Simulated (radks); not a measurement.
Values are calculated unless marked as measured or tabulated.
Problem. The mean radii <r> (bohr) of the occupied orbitals of an atom or ion are listed with their occupations. Code: a radial shooting solver on a logarithmic mesh with Libxc functionals. Model: scalar-relativistic Kohn-Sham, BLYP, spin-polarised, spherical densities, finite nucleus; Fermi nuclear charge, rms radius of each element as measured or else 0.836 A^(1/3) + 0.57 fm.

| orbital | occ. | <r> |
|---|---|---|
| 1s up | 1 | 0.04275 |
| 1s down | 1 | 0.04275 |
| 2s up | 1 | 0.1896 |
| 2s down | 1 | 0.1895 |
| 2p up | 3 | 0.1654 |
| 2p down | 3 | 0.1654 |
| 3s up | 1 | 0.5516 |
| 3s down | 1 | 0.5515 |
| 3p up | 3 | 0.5643 |
| 3p down | 3 | 0.5641 |
| 3d up | 5 | 0.5910 |
| 3d down | 5 | 0.5894 |
| 4s up | 1 | 1.630 |
| 4s down | 1 | 1.632 |
| 4p up | 3 | 1.952 |
| 4p down | 1 | 1.987 |

Name the element and its charge. Open shells, if any, are filled with parallel spins first.

Solution. Z = 35, bromine, charge +1: Br+ in [Ar] 3d10 4s2 4p4. The 1s radius gives Z: for a bare nucleus <r> = (2 gamma + 1)/(2Z) with gamma = sqrt(1 - (Z/c)^2), 0.04191 bohr for Z = 35, and screening makes it slightly larger (0.04275 here). The occupations add up to 34, and the charge is Z minus that.
